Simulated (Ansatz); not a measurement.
Input for Ansatz (a first-principles code): U-B3LYP/def2-TZVPP on BrCl, a point of a bond scan (R = 5.846 Å).

Ansatz 0.2 input:
```yaml
crystal:
  periodic: [false, false, false]
  atoms:
    - {symbol: Br, position_ang: [-0.00000000, -0.00000000, -0.70788430]}
    - {symbol: Cl, position_ang: [0.00000000, 0.00000000, 5.13840723]}
basis:
  gaussian:
    orbitals: def2-TZVPP
hamiltonian:
  xc: {name: B3LYP}
magnetization: {spin_polarized: true, initial_magnetization: 0}
```

It printed:

```
WARN ansatz: RAYON_NUM_THREADS=1 ignored (pool sized by the plan → 1); use --threads N
Functional definition: B3LYP
integrals: 0.02 GiB planned
566 factors; integrals over basis functions are off by at most 2.2e-4 eV
mean field: 0.37 GiB planned
mean field evaluation 1: about -82557.0450 eV, gradient 2.3e1 eV
mean field evaluation 2: about -82265.7132 eV, gradient 9.8e1 eV
mean field evaluation 4: about -82555.2561 eV, gradient 2.3e1 eV
mean field evaluation 8: about -82565.9140 eV, gradient 3.5e-2 eV
mean field evaluation 16: about -82567.7243 eV, gradient 1.9e-2 eV
mean field evaluation 32: about -82567.7271 eV, gradient 2.2e-3 eV
mean field evaluation 64: about -82567.7271 eV, gradient 1.0e-6 eV
mean field evaluation 96: about -82567.7247 eV, gradient 4.0e-6 eV
mean field evaluation 128: about -82566.0177 eV, gradient 1.4e0 eV
mean field evaluation 160: about -82567.7270 eV, gradient 4.0e-3 eV
mean field -82567.72712445 eV, -3034.3080054080 hartree, gradient 1.8e-6 eV, S^2 1.005359; 10 other end points of the search recorded, 0 dependent functions left out
reference -82567.72739063 eV, -3034.3080151900 hartree; 26, 26 occupied and 64, 64 virtual orbitals, 566 factors
Total energy: -82567.72739063 eV, -3034.3080151900 hartree
```

Self-consistency was reached. Its determinant has ⟨S²⟩ = 1.01, a mixture of spin states.

Cost: very roughly 23 core-seconds.
